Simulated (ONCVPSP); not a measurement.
What the settings do to the ONCV potential of I (Z = 53)

Base potential:

iodine, optimised norm-conserving Vanderbilt (ONCV), made with ONCVPSP 4.0.1 (LDA (Perdew-Wang 92), scalar-relativistic). Core [Ar] 3d10, reference 4s2 4p6 4d10 5s2 5p5. Waves: 4s+5s: rc 1.10 bohr, ncon 4, nbas 8, qcut 8.4 1/bohr, 2 projectors; 4p+5p: rc 1.55 bohr, ncon 4, nbas 7, qcut 7.1 1/bohr, 2 projectors; 4d: rc 1.10 bohr, ncon 4, nbas 9, qcut 16.8 1/bohr, 1 projector. Local part: polynomial inside 0.95 bohr (lpopt 5, dvloc0 3 Ha). Core correction: Teter function, fcfact 3, rcfact 1.4.

Cutoffs, loose and tight: the cutoffs (Ha) at which the residual kinetic energy of the hardest occupied pseudo-wave falls to 1 and 0.1 mHa per electron. They do not see the model core or the augmentation charge, which bear on the density cutoff. Test errors are all-electron minus pseudo excitation energies from the reference, over the configurations 4s2 4p6 4d10 5s2 5p4; 4s2 4p6 4d10 5s2 5p3; 4s2 4p6 4d10 5s2 5p2; 4s2 4p5 4d10 5s2 5p5. A dash means not determined; rows that change the core or the reference have their own tests.

```json
{"change": "base", "outcome": "generated", "cutoff, loose": "64 Ha", "cutoff, tight": "141 Ha", "bound ghosts": "none", "GHOST(+) flags above zero": "s", "largest test error (meV)": "-33"}
{"change": "s: rc 1", "outcome": "generated", "cutoff, loose": "146 Ha", "cutoff, tight": "182 Ha", "bound ghosts": "none", "GHOST(+) flags above zero": "s", "largest test error (meV)": "-35"}
{"change": "s: rc 1.26", "outcome": "generated", "cutoff, loose": "64 Ha", "cutoff, tight": "79 Ha", "bound ghosts": "none", "GHOST(+) flags above zero": "none", "largest test error (meV)": "-30"}
{"change": "s: rc 1.36", "outcome": "generated", "cutoff, loose": "64 Ha", "cutoff, tight": "79 Ha", "bound ghosts": "none", "GHOST(+) flags above zero": "none", "largest test error (meV)": "-28"}
{"change": "s: rc 1.5", "outcome": "generated", "cutoff, loose": "64 Ha", "cutoff, tight": "79 Ha", "bound ghosts": "none", "GHOST(+) flags above zero": "none", "largest test error (meV)": "-26"}
{"change": "s: rc 1.62", "outcome": "generated", "cutoff, loose": "64 Ha", "cutoff, tight": "79 Ha", "bound ghosts": "none", "GHOST(+) flags above zero": "none", "largest test error (meV)": "-24"}
```

**Question.** What comes out with this change to the base: s: rc 1.12?

**Answer.** outcome: generated; cutoff, loose: 64 Ha; cutoff, tight: 133 Ha; bound ghosts: none; GHOST(+) flags above zero: s; largest test error (meV): -32.

**Question.** What comes out with this change to the base: s: rc 0.76; local potential polynomial inside 0.76 bohr (lpopt 5, dvloc0 3 Ha)?

**Answer.** outcome: generated; cutoff, loose: 277 Ha; cutoff, tight: 395 Ha; bound ghosts: none; GHOST(+) flags above zero: s, p; largest test error (meV): -37.

**Question.** What comes out with this change to the base: s: rc 0.86; local potential polynomial inside 0.86 bohr (lpopt 5, dvloc0 3 Ha)?

**Answer.** outcome: generated; cutoff, loose: 221 Ha; cutoff, tight: 258 Ha; bound ghosts: none; GHOST(+) flags above zero: s, p; largest test error (meV): -39.

Reading the sweep of the s radius (base included, trends over the rows without a ghost): The loose cutoff falls from 277 Ha at 0.76 to 64 Ha at 1.62 bohr. A larger radius leaves more room for a smooth pseudo-wave, so fewer plane waves are needed; a smaller one forces it to follow the all-electron wave where it bends sharply. The median size of the test errors (rows with all tests solved) stays near 13.2 meV.
